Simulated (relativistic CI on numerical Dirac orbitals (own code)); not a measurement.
Computed by Dirac equation for one electron, model QED (radiative potential, 1s self-energy scaled to tabulated hydrogen-like ionisation energies) (own radial code, finite nucleus).

The strongest absorption lines from the ground level of an ion, among the configurations computed and to levels below about 11200 eV (vacuum wavelength in Å, gf): 1.1022 (0.01), 1.1161 (0.018), 1.1427 (0.038), 1.1431 (0.019), 1.2047 (0.1), 1.2059 (0.051), 1.4253 (0.53), 1.4307 (0.27).

(1) Which ion is it?
A. Cu XXIX
B. Co XXVII
C. As XXXIII
D. Cu XXVII

Results:

(1) A. Cu XXIX has 1 electrons and the ground level 1s 2S_1/2; the strongest line goes to 2p 2P°_3/2. The pattern of lines fixes the number of electrons, and along that sequence the line energies rise steadily with the charge (about as its square where n changes within one kind of shell, about linearly where n is kept but much faster in heavy ions where fine structure, which grows about as Z⁴, sets the gap, and irregularly where shells cross), which fixes Z. Configurations outside the model, such as inner-shell arrays, can give stronger lines.
